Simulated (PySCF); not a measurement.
F2GeH4OSi, SMILES F[SiH](F)[O][GeH3].

The structure is a stationary point at PBE0-D3(BJ)/def2-SVP. This is a generated structure with no PubChem entry under its InChIKey; it may be hypothetical. The values are those of a single conformer.

Method: PBE/def2-TZVP (PySCF).

Isolated molecule, no solvent.

Computed frontier levels, gap, dipole moment and polarisability:
The highest occupied level is -7.82 eV. The lowest empty level comes out as -1.09 eV and the orbital gap is 6.72 eV. The dipole moment is 2.02 D and the quadrupole, principal values (traceless, Buckingham form, about the centre of nuclear charge) is -3.63, -3.14, 6.77 D·Å. The mean static polarisability is 56.3 bohr³ (8.34 Å³) and the polarisability, principal values is 51.7, 52.1, 65.0 bohr³.
